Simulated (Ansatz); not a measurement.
`C[B]([AlH2])NP` + `[SiH3][GeH3]` → `C[B]([AlH2])[GeH3]` + `[SiH3]NP`  (redistribution)

Program: Ansatz. Geometries: PBE0-D4/def2-TZVP. ΔE: electronic, gas phase. CBS: MP2 limit from def2 TZ/QZ plus the TZ coupled-cluster correction, frozen cores. Functionals use def2-TZVPP. B3LYP here is the variant with VWN-RPA as its local correlation; programs differ in this. For Ge outer-core shells are correlated without core-valence functions, which leaves a few kJ/mol of doubt a bond. Scalar relativity is left out up to krypton. Each species was taken in one conformer, which may not be the lowest.

`C[B]([AlH2])NP`:

```xyz
13

C     1.428   -0.367   -0.023
B     0.011    0.270    0.197
Al   -0.330    2.070    1.334
N    -1.151   -0.303   -0.366
P    -1.380   -1.709   -1.358
H     1.433   -1.347   -0.509
H     2.034    0.311   -0.638
H     1.973   -0.448    0.923
H     0.803    2.913    2.078
H    -1.829    2.624    1.456
H    -2.032    0.161   -0.199
H    -0.325   -1.518   -2.289
H    -0.635   -2.658   -0.606
```

`[SiH3][GeH3]`:

```xyz
8

Si    0.716    0.620    0.737
Ge   -0.703   -0.608   -0.723
H     1.544   -0.311    1.548
H    -0.097    1.461    1.654
H     1.618    1.502   -0.050
H     0.129   -1.476   -1.682
H    -1.571    0.345   -1.562
H    -1.636   -1.532    0.079
```

`C[B]([AlH2])[GeH3]`:

Z-matrix (Å, degrees):
```
C
B 1 1.558
H 1 1.092 2 116.6
H 1 1.094 2 116.1 3 131.8
H 1 1.107 2 101.7 3 -114.5
Al 2 2.118 1 127.8 3 26.0
Ge 2 2.079 1 116.3 3 -157.0
H 6 1.594 2 121.3 1 -99.4
H 6 1.595 2 120.8 1 85.0
H 7 1.544 2 113.4 1 -27.1
H 7 1.546 2 107.3 1 90.9
H 7 1.543 2 114.7 1 -151.3
```

`[SiH3]NP`:

Z-matrix (Å, degrees):
```
Si
N 1 1.726
H 1 1.486 2 108.0
H 1 1.488 2 110.7 3 120.3
H 1 1.488 2 110.7 3 -120.4
P 2 1.705 1 126.5 3 180.0
H 2 1.006 1 119.7 3 0.2
H 6 1.426 2 100.3 1 47.3
H 6 1.426 2 100.3 1 -47.0
```

```csv
level,ΔE (kJ/mol),difference from CCSD(T)/CBS
PBE-D4,104.2,12.4
r2SCAN-D4,96.1,4.3
PBE0-D4,100.2,8.4
B3LYP-D4,96.6,4.8
ωB97X-V,94.2,2.4
ωB97M-V,95.4,3.6
B2PLYP,95.5,3.7
PBE,104.0,12.2
r2SCAN,95.8,4.0
PBE0,99.9,8.1
B3LYP,96.4,4.6
HF/def2-TZVPP,81.1,-10.7
MP2/def2-TZVPP,93.7,1.9
SCS-MP2/def2-TZVPP,91.2,-0.6
CCSD/def2-TZVPP,92.6,0.8
CCSD(T)/def2-TZVPP,96.0,4.2
HF/def2-QZVPP,80.1,-11.7
MP2/def2-QZVPP,91.0,-0.8
SCS-MP2/def2-QZVPP,88.7,-3.1
HF/CBS(def2),80.0,-11.8
MP2/CBS(def2),89.6,-2.2
CCSD/CBS(def2),88.4,-3.4
CCSD(T)/CBS,91.8,0
```

Largest T1 diagnostic among the species: 0.014.

From PBE to PBE0 (25 % exact exchange), in def2-TZVPP and without D4, ΔE moves by −4.1 kJ/mol. In def2-TZVPP, CCSD(T) changes the Hartree–Fock value by +14.8 kJ/mol (the triples alone add +3.4 kJ/mol) and MP2 by +12.6 kJ/mol.

CCSD(T)/CBS has its own doubt, a few kJ/mol and more with outer-core shells, so smaller differences from it don't rank the levels.
